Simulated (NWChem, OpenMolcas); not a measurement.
How methods differ on CsCl (SMILES [Cl][Cs])

CsCl has 2 atoms, charge 0, and is taken as a singlet. As SMILES, `[Cl][Cs]`. The bond length is the measured one.

| atom | x (Å) | y (Å) | z (Å) |
| --- | --- | --- | --- |
| Cl | 0.0000 | 0.0000 | 0.0000 |
| Cs | 0.0000 | 0.0000 | 2.9063 |

Each level gives the dipole moment (D). The values are calculated.

| level | kind | program | value (D) |
| --- | --- | --- | --- |
| HF/def2-TZVPP (core potential) | Hartree–Fock | NWChem | 10.82 |
| SVWN5/def2-TZVPP (core potential) | LDA | NWChem | 9.67 |
| M06-L/def2-TZVPP (core potential) | meta-GGA | NWChem | 10.39 |
| r2SCAN/def2-TZVPP (core potential) | meta-GGA | NWChem | 10.16 |
| B3LYP/def2-TZVPP (core potential) | global hybrid | OpenMolcas | 10.07 |
| BHLYP/def2-TZVPP (core potential) | global hybrid | NWChem | 10.42 |
| M06-2X/def2-TZVPP (core potential) | hybrid meta-GGA | NWChem | 10.36 |
| wB97X/def2-TZVPP (core potential) | range-separated hybrid | NWChem | 10.55 |

The values span 9.67 to 10.82 D.
